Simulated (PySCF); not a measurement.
# How methods differ on the ionisation energy of Pd⁺

Pd⁺ [Kr] 4d9 (2D) → Pd²⁺ [Kr] 4d8 (3F), as a difference of total energies. Calculation: PySCF 2.14, in x2c-QZVPPall with one added diffuse shell each of s, p, d, f, g type (14s9p8d5f3g, 143 functions); scalar relativity by spin-free X2C-1e. The calculations carry no spin-orbit coupling.

```json
{"method": "UHF", "ionisation energy (eV)": "17.426"}
{"method": "B97-3", "ionisation energy (eV)": "19.570"}
{"method": "M06", "ionisation energy (eV)": "19.647"}
{"method": "r2SCAN0", "ionisation energy (eV)": "19.201"}
```

The reference lies between the lowest fine-structure levels, while these numbers refer to the centres of the terms.

For comparison: 19.43 ± 0.12 eV (semi-empirical (NIST evaluation); NIST Atomic Spectra Database, ionization energies).
